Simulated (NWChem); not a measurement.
System: C₂H₅ClSi; SMILES C=C[SiH2]Cl

Here is an NWChem input.

```
start job
memory heap 200 mb stack 900 mb global 1100 mb
geometry units angstroms noautosym nocenter noautoz
  Si    -0.717825    -0.047369    -0.096225
  Cl     0.408371    -1.746348     0.302917
  C      0.399893     1.399697    -0.433776
  C      0.396409     2.501266     0.326512
  H     -1.564573     0.251946     1.093159
  H     -1.570626    -0.368433    -1.275812
  H      1.083274     1.354421    -1.291741
  H      1.048124     3.356506     0.115097
  H     -0.259198     2.600675     1.199455
end
basis spherical
  Si library def2-svp
  Cl library def2-svp
  C library def2-svp
  H library def2-svp
end
dft
  xc xpbe96 cpbe96
  iterations 150
end
cosmo
  do_cosmo_smd true
  solvent ethanol
end
task dft energy
```

Output (shortened):

```
             Northwest Computational Chemistry Package (NWChem) 7.3.0
             --------------------------------------------------------

                             Geometry "geometry" -> ""
                             -------------------------

 Output coordinates in angstroms (scale by  1.889725989 to convert to a.u.)

  No.       Tag          Charge          X              Y              Z
 ---- ---------------- ---------- -------------- -------------- --------------
    1 Si                  14.0000    -0.71782500    -0.04736900    -0.09622500
    2 Cl                  17.0000     0.40837100    -1.74634800     0.30291700
    3 C                    6.0000     0.39989300     1.39969700    -0.43377600
    4 C                    6.0000     0.39640900     2.50126600     0.32651200
    5 H                    1.0000    -1.56457300     0.25194600     1.09315900
    6 H                    1.0000    -1.57062600    -0.36843300    -1.27581200
    7 H                    1.0000     1.08327400     1.35442100    -1.29174100
    8 H                    1.0000     1.04812400     3.35650600     0.11509700
    9 H                    1.0000    -0.25919800     2.60067500     1.19945500

 Effective nuclear repulsion energy (a.u.)     192.8046176762

  pbe96 is a nonlocal functional; adding pw91lda local functional.

                                 NWChem DFT Module
                                 -----------------

 Summary of "ao basis" -> "ao basis" (spherical)
 ------------------------------------------------------------------------------
       Tag                 Description            Shells   Functions and Types
 ---------------- ------------------------------  ------  ---------------------
 Si                         def2-svp                 8       18   4s3p1d
 Cl                         def2-svp                 8       18   4s3p1d
 C                          def2-svp                 6       14   3s2p1d
 H                          def2-svp                 3        5   2s1p

 in cosmo_initialize ...
 calling solv_data for solv:ethanol

 solvent parameters
 solvname_short: ethanol
 solvname_long:  ethanol
 dielec:       24.8520
 dielecinf:     1.8526
 nonaqueous SMD model solvent descriptors
 dielec:       24.8520
 sola:          0.3700
 solb:          0.4800
 solc:          0.0000
 solg:         31.6200
 solh:          0.0000
 soln:          1.3611

          ---------------
          -cosmo- solvent
          ---------------
 Cosmo: York-Karplus, doi: 10.1021/jp992097l
 dielectric constant -eps-     =  24.85
 screen = (eps-1)/(eps    )    =   0.95976
 surface charge correction     = lagrangian

   van der Waals surface
 --------------------------

 ---------- ATOMIC COORDINATES (A.U.) ------------ VDWR(ANG.) --
     1   -1.35649256   -0.08951443   -0.18183888     2.470
     2    0.77170929   -3.30011920    0.57243013     2.380
     3    0.75568819    2.64504380   -0.81971778     1.850
     4    0.74910439    4.72670736    0.61701821     1.850
     5   -2.95661426    0.47610890    2.06577097     1.200
     6   -2.96805277   -0.69623742   -2.41093509     1.200
     7    2.04709103    2.55948456   -2.44103654     1.200
     8    1.98066716    6.34287662    0.21750179     1.200
     9   -0.48981320    4.91456314    2.26664129     1.200
 number of segments per atom =        128
 number of   points per atom =        128
 atom (   nspa,  nppa )
 ----------------------
    1 (     69,     0 )       0
    2 (     92,     0 )       0
    3 (     37,     0 )       0
    4 (     63,     0 )       0
    5 (     34,     0 )       0
    6 (     33,     0 )       0
    7 (     54,     0 )       0
    8 (     56,     0 )       0
    9 (     51,     0 )       0
 number of -cosmo- surface points =      489
 molecular surface =    136.023 angstrom**2
 molecular volume  =    121.948 angstrom**3
 -lineq- algorithm             =   0
 -bem- low  level              =   3
 -bem- from -octahedral-
 gaussian surface charge width =   4.50000
 degree of switching           =   1.00000
 switching function tolerance  =   0.00010
 atomic radii =
 --------------
    1 14.000  2.470
    2 17.000  2.380
    3  6.000  1.850
    4  6.000  1.850
    5  1.000  1.200
    6  1.000  1.200
    7  1.000  1.200
    8  1.000  1.200
    9  1.000  1.200
 ...... end of -cosmo- initialization ......

[...]

                                COSMO-SMD solvation results
                                ---------------------------

             internal energy in gas <Psi(g)|H|Psi(g)> =      -828.184384968623
         internal energy in solvent <Psi(s)|H|Psi(s)> =      -828.183940290004
                               delta internal energy  =         0.000444678618 (    0.28 kcal/mol)
   total free energy in solvent <Psi(s)|H+V/2|Psi(s)> =      -828.187621621584
 polarization energy contribution <Psi(s)|V/2|Psi(s)> =        -0.003681331580 (   -2.31 kcal/mol)
    total free energy in solvent including G(SMD-CDS) =      -828.187828863226
                       G(SMD-CDS) energy contribution =        -0.000207241642 (   -0.13 kcal/mol)
     1 M fixed-concentration free energy of solvation =        -0.003443894603 (   -2.16 kcal/mol)

                       DFT Final Molecular Orbital Analysis
                       ------------------------------------

 Vector   22  Occ=2.000000D+00  E=-2.715028D-01
              MO Center= -4.1D-02, -7.5D-01,  2.5D-01, r^2= 3.7D+00
   Bfn.  Coefficient  Atom+Function         Bfn.  Coefficient  Atom+Function
  ----- ------------  ---------------      ----- ------------  ---------------
    31      0.500940  2 Cl pz                28      0.365959  2 Cl pz
    65     -0.227424  5 H  s                 25      0.213744  2 Cl pz
    66     -0.185943  5 H  s                 40     -0.171725  3 C  px
    10     -0.129023  1 Si pz                29     -0.129000  2 Cl px
    70      0.110072  6 H  s                 71      0.098522  6 H  s

 Vector   23  Occ=2.000000D+00  E=-2.653914D-01
              MO Center=  4.6D-02, -2.2D-01, -1.0D-01, r^2= 4.6D+00
   Bfn.  Coefficient  Atom+Function         Bfn.  Coefficient  Atom+Function
  ----- ------------  ---------------      ----- ------------  ---------------
    29      0.341241  2 Cl px                30      0.260566  2 Cl py
    26      0.246358  2 Cl px                40      0.213669  3 C  px
    70      0.211460  6 H  s                 27      0.188260  2 Cl py
    41      0.165566  3 C  py                31      0.162837  2 Cl pz
    71      0.155556  6 H  s                 80     -0.148369  8 H  s

 Vector   24  Occ=2.000000D+00  E=-2.569496D-01
              MO Center=  2.8D-01,  1.4D+00, -1.1D-02, r^2= 3.3D+00
   Bfn.  Coefficient  Atom+Function         Bfn.  Coefficient  Atom+Function
  ----- ------------  ---------------      ----- ------------  ---------------
    54      0.278967  4 C  px                42      0.239337  3 C  pz
    40      0.216680  3 C  px                56      0.211747  4 C  pz
    41     -0.191647  3 C  py                30     -0.180054  2 Cl py
    57      0.178087  4 C  px                59      0.144861  4 C  pz
    43      0.142118  3 C  px                45      0.140068  3 C  pz

 Vector   25  Occ=0.000000D+00  E=-6.067870D-02
              MO Center=  1.7D-01,  1.5D+00, -4.1D-03, r^2= 3.2D+00
   Bfn.  Coefficient  Atom+Function         Bfn.  Coefficient  Atom+Function
  ----- ------------  ---------------      ----- ------------  ---------------
    57      0.378525  4 C  px                54      0.316669  4 C  px
    59      0.314203  4 C  pz                12      0.290411  1 Si py
    43     -0.281202  3 C  px                56      0.256258  4 C  pz
    45     -0.251295  3 C  pz                40     -0.236902  3 C  px
    30      0.224146  2 Cl py                44      0.203535  3 C  py

 Vector   26  Occ=0.000000D+00  E= 1.009347D-02
              MO Center= -5.9D-01,  9.0D-02, -1.4D-01, r^2= 4.3D+00
   Bfn.  Coefficient  Atom+Function         Bfn.  Coefficient  Atom+Function
  ----- ------------  ---------------      ----- ------------  ---------------
    12      1.030601  1 Si py                22      0.481837  2 Cl s
     3     -0.408498  1 Si s                 53     -0.404384  4 C  s
    29     -0.363366  2 Cl px                71      0.349149  6 H  s
    30      0.346499  2 Cl py                39     -0.324766  3 C  s
    43      0.324946  3 C  px                 9      0.280745  1 Si py

 Vector   27  Occ=0.000000D+00  E= 2.901656D-02
              MO Center= -7.2D-01, -2.8D-02, -7.1D-02, r^2= 4.1D+00
   Bfn.  Coefficient  Atom+Function         Bfn.  Coefficient  Atom+Function
  ----- ------------  ---------------      ----- ------------  ---------------
    11      1.349007  1 Si px                39     -1.265987  3 C  s
    66      0.859493  5 H  s                 13     -0.422184  1 Si pz
    71      0.404666  6 H  s                 86      0.378556  9 H  s
    12      0.362469  1 Si py                44      0.339532  3 C  py
    30     -0.242649  2 Cl py                 8      0.235785  1 Si px

     Multipole analysis of the density
     ---------------------------------

     L   x y z        total         alpha         beta         nuclear
     -   - - -        -----         -----         ----         -------
     0   0 0 0     -0.000000    -24.000000    -24.000000     48.000000

     1   1 0 0     -0.099512     -0.434854     -0.434854      0.770196
     1   0 1 0      0.920307      0.224116      0.224116      0.472074
     1   0 0 1     -0.121564     -2.894439     -2.894439      5.667313

     2   2 0 0    -28.964634    -48.773760    -48.773760     68.582886
     2   1 1 0      1.137327     -3.280069     -3.280069      7.697464
     2   1 0 1     -0.945845     -3.168535     -3.168535      5.391226
     2   0 2 0    -28.142510   -230.536791   -230.536791    432.931071
     2   0 1 1      0.782671      9.623086      9.623086    -18.463500
     2   0 0 2    -28.831645    -31.202298    -31.202298     33.572951
```

Level: PBE/def2-SVP, SMD on the gas-phase geometry. Geometry: optimised at PBE0/def2-SVP. Solvent: ethanol.
